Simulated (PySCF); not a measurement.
Two-component Hartree-Fock for Zn (zinc, neutral)

Start: [Ar] 3d9 4s2 4p1; 3d3/2 filled at m_j = -3/2, -1/2, +1/2, +3/2; 3d5/2 filled at m_j = -3/2, -1/2, +1/2, +3/2, +5/2; 4p3/2 filled at m_j = +3/2. Calculated with PySCF 2.14 in x2c-TZVPall-2c with one added diffuse shell each of s, p, d type (7s8p5d1f, 63 functions): generalised Hartree-Fock with the X2C-1e Hamiltonian and a Gaussian nucleus; one run each with spin-orbit coupling (SO) switched off, then screened by Boettger's factors. This is a chosen level, not necessarily the ground level.

```tsv
spinor shell	electrons	ε, spin-free (eV)	ε, screened SO (eV)	weight of nominal j (screened SO)	rms radius, screened SO (bohr)
1s1/2	2	-9739.6	-9739.4	1.000	0.0580
2s1/2	2	-1244.1	-1244.1	1.000	0.244
2p1/2	2	-1075.3	-1092.1	0.999	0.217
2p3/2	4	-1075.3	-1067.2	1.000	0.220
3s1/2	2	-167.40	-167.41	1.000	0.726
3p1/2	2	-114.59	-118.05	0.954	0.761
3p3/2	4	-114.59	-112.93	0.977	0.772
3d3/2	4	-30.273	-31.009	0.831	0.929
3d5/2	5	-30.273	-29.750	0.865	0.943
4s1/2	2	-11.387	-11.402	0.999	2.72
4p3/2	1	-5.808	-5.774	1.000	3.70
```

```tsv
quantity	spin-free	screened SO
E (hartree)	-1793.89258	-1793.94773
M_J	4	4
⟨J²⟩	20.020	20.020
⟨L²⟩	12.016	12.018
⟨S²⟩	2.004	2.006
```

Each row is a mean over spinors that exchange with the open shell spreads, by up to 8.186 eV (3p3/2).

Rows whose weight is well below 1 are mixtures of j = l ± 1/2: exchange outweighs spin-orbit coupling there, and the label is only the starting occupation.

Without spin-orbit coupling the j labels of p, d and f shells carry no meaning; the spin-free column gives the mean over the occupied spinors of each nl shell.
